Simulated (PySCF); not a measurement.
# Excitation energy of Be by level of theory

Be [He] 2s2 (1S) → Be [He] 2s1 2p1 (3P), as a difference of total energies. Calculation: PySCF 2.14, in aug-cc-pVDZ-DK; the spin-free X2C one-electron Hamiltonian (Gaussian nucleus). Correlated levels: valence: 1s2 frozen. The calculations carry no spin-orbit coupling.

```json
{"method": "UHF", "excitation energy (eV)": "1.633", "error (eV)": "-1.092"}
{"method": "LDA", "excitation energy (eV)": "2.428", "error (eV)": "-0.297"}
{"method": "PBE", "excitation energy (eV)": "2.326", "error (eV)": "-0.399"}
{"method": "PBE0", "excitation energy (eV)": "2.304", "error (eV)": "-0.421"}
{"method": "r2SCAN", "excitation energy (eV)": "2.152", "error (eV)": "-0.573"}
{"method": "PBEsol", "excitation energy (eV)": "2.333", "error (eV)": "-0.392"}
{"method": "wB97M-V", "excitation energy (eV)": "2.850", "error (eV)": "+0.125"}
{"method": "BLYP", "excitation energy (eV)": "2.491", "error (eV)": "-0.234"}
{"method": "B3LYP", "excitation energy (eV)": "2.479", "error (eV)": "-0.246"}
{"method": "MP2 (valence)", "excitation energy (eV)": "2.276", "error (eV)": "-0.449"}
{"method": "SCS-MP2 (valence)", "excitation energy (eV)": "2.455", "error (eV)": "-0.270"}
```

Reference: 2.725 eV (measured; NIST levels, between the centres of gravity of the two terms).

Errors of the correlated levels include the incompleteness of this basis and the frozen core.
